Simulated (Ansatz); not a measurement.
Molecule: sum formula H4Si2OCl, net charge 0, doublet state. It need not be the lowest isomer of its formula. 
Structure (B3LYP-D3(BJ)/def2-TZVP (Ansatz, a program for electronic structure) minimum search):
```xyz
8

Si    -2.0895     0.1230    -0.1980
O     -0.6079     0.8466    -0.3020
Si     0.9579     0.7771     0.1410
Cl     1.5596    -1.2090     0.2743
H     -2.1072    -1.0912    -1.0406
H     -2.3734    -0.2397     1.2080
H     -3.0911     1.0943    -0.6818
H      1.7642     1.4153    -0.9357
```
Charge 0, spin multiplicity 2.

Property: atomisation energy (electronic, to ground-state atoms); the coupled-cluster value holds the core correlation from cc-pwCVTZ, in kcal/mol. Correlated levels leave the core frozen unless marked. UHF or UKS for open shells. No spin-orbit coupling. No relativistic terms. CBS(X,Y): correlation extrapolated as X^-3; Hartree-Fock from the larger set.

Level to compare with: CCSD(T)/CBS(aug-cc-pV(T+d)Z,aug-cc-pV(Q+d)Z) plus the core term (Ansatz), 622.8 kcal/mol. It is a level with limits of its own, and the differences hold the functionals' basis error too.

Problem. Rank these functionals by how close they come to CCSD(T)/CBS(aug-cc-pV(T+d)Z,aug-cc-pV(Q+d)Z), closest first: BLYP/def2-TZVPD (Ansatz); B97M-V/def2-TZVPD (Ansatz); revPBE/def2-TZVPD (Ansatz); B3LYP/def2-TZVPD (Ansatz).

Solution. B97M-V/def2-TZVPD (meta-GGA with VV10, 621.4 kcal/mol, difference -1.4), B3LYP/def2-TZVPD (global hybrid, 608.2 kcal/mol, difference -14.6), BLYP/def2-TZVPD (GGA, 601.8 kcal/mol, difference -21.0), revPBE/def2-TZVPD (GGA, 590.7 kcal/mol, difference -32.1)
